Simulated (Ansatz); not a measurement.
Ansatz (an electronic-structure program) input (B3LYP-D3(BJ)/def2-TZVP):

Ansatz 0.2 input:
```yaml
crystal:
  periodic: [false, false, false]
  atoms:
    - {symbol: Sr, position_ang: [-0.06510422, -0.68018609, -0.26480256]}
    - {symbol: Cl, position_ang: [1.84788604, 0.72203778, -1.56536968]}
    - {symbol: Cl, position_ang: [-1.68454257, -0.08847601, 1.81836140]}
basis:
  gaussian:
    orbitals: def2-TZVP
hamiltonian:
  xc: b3lyp
  dispersion: d3bj
total_charge: -1
magnetization: {spin_polarized: true, initial_magnetization: 1}
relax: {f_tol: 0.002, max_steps: 150}
```

End of the output:

```
mean field evaluation 1: about -25888.8384 eV, gradient 4.0e0 eV
mean field evaluation 2: about -25888.9374 eV, gradient 1.9e0 eV
mean field evaluation 4: about -25888.9497 eV, gradient 2.1e-1 eV
mean field evaluation 8: about -25889.0122 eV, gradient 3.9e-3 eV
mean field -25889.01216235 eV, -951.4036487636 hartree, gradient 2.5e-5 eV, S^2 0.750131; 0 other end points of the search recorded, 0 dependent functions left out
the calculation of the forces begins
reference -25889.01239284 eV, -951.4036572340 hartree; 23, 22 occupied and 84, 85 virtual orbitals, 839 factors
relax step   1: F+E_penalty+E_count = -25889.13833883 eV  Δ(F+E_penalty+E_count) = +0.000e0 eV  max|allowed force component| = 1.252e-1 eV/Å  Δτ_max = 0.0000 Å  (28 SCF iters, accepted)
these checks for a lower state are left out or cut short: starts, cluster_reference, orbital_swaps, neighbouring_geometries, increment
integrals: 0.04 GiB planned
839 factors; their error is unknown
mean field: 0.48 GiB planned
mean field evaluation 16: about -25888.9511 eV, gradient 1.0e0 eV
mean field -25889.01719107 eV, -951.4038335655 hartree, gradient 2.3e-5 eV, S^2 0.750128; 0 other end points of the search recorded, 0 dependent functions left out
the calculation of the forces begins
reference -25889.01742216 eV, -951.4038420582 hartree; 23, 22 occupied and 84, 85 virtual orbitals, 839 factors
relax step   2: F+E_penalty+E_count = -25889.14350541 eV  Δ(F+E_penalty+E_count) = -5.167e-3 eV  max|allowed force component| = 4.667e-2 eV/Å  Δτ_max = 0.0403 Å  (28 SCF iters, accepted)
these checks for a lower state are left out or cut short: starts, cluster_reference, orbital_swaps, neighbouring_geometries, increment
integrals: 0.04 GiB planned
839 factors; their error is unknown
mean field: 0.48 GiB planned
mean field -25889.01986013 eV, -951.4039316517 hartree, gradient 2.4e-5 eV, S^2 0.750123; 0 other end points of the search recorded, 0 dependent functions left out
the calculation of the forces begins
reference -25889.02009229 eV, -951.4039401834 hartree; 23, 22 occupied and 84, 85 virtual orbitals, 839 factors
relax step   3: F+E_penalty+E_count = -25889.14716620 eV  Δ(F+E_penalty+E_count) = -3.661e-3 eV  max|allowed force component| = 3.947e-2 eV/Å  Δτ_max = 0.0848 Å  (30 SCF iters, accepted)
these checks for a lower state are left out or cut short: starts, cluster_reference, orbital_swaps, neighbouring_geometries, increment
integrals: 0.04 GiB planned
839 factors; their error is unknown
mean field: 0.48 GiB planned
mean field evaluation 32: about -25889.0201 eV, gradient 5.5e-2 eV
mean field -25889.02005660 eV, -951.4039388721 hartree, gradient 2.7e-5 eV, S^2 0.750122; 0 other end points of the search recorded, 0 dependent functions left out
the calculation of the forces begins
reference -25889.02028847 eV, -951.4039473931 hartree; 23, 22 occupied and 84, 85 virtual orbitals, 839 factors
relax step   4: F+E_penalty+E_count = -25889.14748264 eV  Δ(F+E_penalty+E_count) = -3.164e-4 eV  max|allowed force component| = 1.302e-3 eV/Å  Δτ_max = 0.0064 Å  (30 SCF iters, accepted)
integrals: 0.04 GiB planned
839 factors; their error is unknown
mean field: 0.48 GiB planned
mean field -25889.02005660 eV, -951.4039388721 hartree, gradient 2.7e-5 eV, S^2 0.750122; 1 other end points of the search recorded, 0 dependent functions left out
the calculation of the forces begins
reference -25889.02028847 eV, -951.4039473931 hartree; 23, 22 occupied and 84, 85 virtual orbitals, 839 factors
Total energy: -25889.14771451 eV, -951.4086302135 hartree
Atom 0 at    -0.080955    -0.789544    -0.307995 Å, force    -0.000188    -0.001302    -0.000515 eV/Å
Atom 1 at     1.801791     0.764255    -1.492064 Å, force     0.000882     0.000831    -0.000498 eV/Å
Atom 2 at    -1.622597    -0.021335     1.788248 Å, force    -0.000694     0.000471     0.001013 eV/Å
Dipole moment:    -0.003817    -0.025977    -0.010204 e Å
```
